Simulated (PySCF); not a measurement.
## Do core-level shifts follow atomic charges?

Species: C4H9FOSi.
SMILES with atom numbers: `[F:1][CH2:2][O:3][C@@H:4]1[CH2:5][CH2:6][SiH2:7]1`

Binding energies: delta-SCF UKS SCAN, pcX-2 on the ionised atom, pcseg-1 elsewhere, spin-free X2C in PySCF 2.14.0. Charges: PBE0/pcSseg-1 ground-state density, for the ionised atom.

| atom | environment | C 1s (eV) | Mulliken (e) | IAO (e) | Hirshfeld (e) | ESP (e) |
| --- | --- | --- | --- | --- | --- | --- |
| C6 | sp3 carbon bound to silicon | 290.07 | -0.516 | -0.543 | -0.162 | -0.382 |
| C5 | four-membered-ring carbon | 290.75 | -0.214 | -0.255 | -0.075 | -0.129 |
| C4 | sp3 carbon bound to oxygen | 291.44 | -0.188 | -0.180 | -0.045 | +0.156 |
| C2 | sp3 C–F carbon | 294.53 | +0.374 | +0.226 | +0.089 | +0.271 |

**Question.** How well does each charge scheme correlate with the binding energies over these sites?

**Answer.** Mulliken: r = 0.98, slope 5.2 eV per e; Hirshfeld: r = 0.97, slope 18.4 eV per e; IAO: r = 0.97, slope 6.0 eV per e; ESP: r = 0.85, slope 5.7 eV per e. On 4 points no scheme stands out.

**Question.** The point-charge model writes a binding energy as kq + V + constant, with V the potential of the other atoms' charges at the site. What does it give with the Hirshfeld charges?

**Answer.** V = Σ 14.40 eV Å × q/r over all other atoms: +2.01 eV at C6, +0.56 eV at C5, +0.25 eV at C4, -1.14 eV at C2. Fitting binding energy − V to q gives k = 30.6 eV per e and leaves an rms residual of 0.24 eV, against 0.40 eV for the fit on q alone. The model has no term for differences in relaxation between sites.

Isolated species at its PBE0-D3(BJ)/def2-SVP geometry (one conformer only).

Conformer computed: `[F:1][CH2:2][O:3][C@@H:4]1[CH2:5][CH2:6][SiH2:7]1`: F1–C2–O3–C4 -66°, C2–O3–C4–C5 176°.
